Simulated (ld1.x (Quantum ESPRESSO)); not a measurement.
## Which change was made? (Ce, TM)

ld1.x (Quantum ESPRESSO) 7.5 input, shortened:

```
&input
   title='Ce', zed=58., rel=1, dft='PBESOL', iswitch=3,
   config='[Xe] 4f1 5d2 6s1 6p0'
 /
 &inputp
   pseudotype=2, tm=.true., lloc=1,
   nlcc=.true., new_core_ps=.true., rcore=0.85
 /
4
6S  1  0   1.00   0.00  3.50  3.50  0.0
5D  3  2   2.00   0.00  3.85  3.85  0.0
4F  4  3   1.00   0.00  1.35  1.35  0.0
6P  2  1   0.00   0.00  3.65  3.65  0.0
 &test
   configts(1)='4f1 5d2 6s1 6p0'
 /
```

Cutoffs, loose and tight: the cutoffs (Ry, on a coarse ladder) from which the occupation-weighted sum of valence levels, in a spherical-Bessel basis at the reference potential, stays within 10 and 1 mRy of its value at 400 Ry. They do not see the model core or the augmentation charge, which bear on the density cutoff. Test errors are all-electron minus pseudo excitation energies from the reference, over the configurations 4f1 5d1 6s2 6p0; 4f1 5d1 6s1 6p0; 4f1 5d1 6s0 6p0; 4f1 5d0 6s0 6p0; 4f1 5d1 6s1 6p1; 4f1 5d2 6s0 6p0; 4f1 5d1 6s0 6p2; variants that change the core or the reference have their own tests. The largest error is taken over the tests solved by every variant that gives reliable tests at all, those not shown here included: 4f1 5d0 6s0 6p0; 4f1 5d1 6s0 6p0; 4f1 5d2 6s0 6p0.

The base gives: outcome: generated; cutoff, loose: 160 Ry; cutoff, tight: 200 Ry; bound ghosts: s; largest test error (meV): -637.

(1) After one change the result is: outcome: generated; cutoff, loose: 110 Ry; cutoff, tight: 140 Ry; bound ghosts: none; largest test error (meV): -265. Which change was it?
A. all radii but the core radius scaled by about 0.76 (s 2.68, p 2.78, d 2.94, f 1.04 bohr)
B. all radii but the core radius scaled by about 0.87 (s 3.04, p 3.16, d 3.34, f 1.18 bohr)
C. all radii but the core radius scaled by about 1.27 (s 4.44, p 4.62, d 4.88, f 1.70 bohr)

Answers

(1) C. The others give: all radii but the core radius scaled by about 0.87 (s 3.04, p 3.16, d 3.34, f 1.18 bohr) → outcome: generated; cutoff, loose: 200 Ry; cutoff, tight: 230 Ry; bound ghosts: s; largest test error (meV): -719 | all radii but the core radius scaled by about 0.76 (s 2.68, p 2.78, d 2.94, f 1.04 bohr) → outcome: generated; cutoff, loose: 230 Ry; cutoff, tight: 300 Ry; bound ghosts: s, p (extra level of the local part); largest test error (meV): -774.
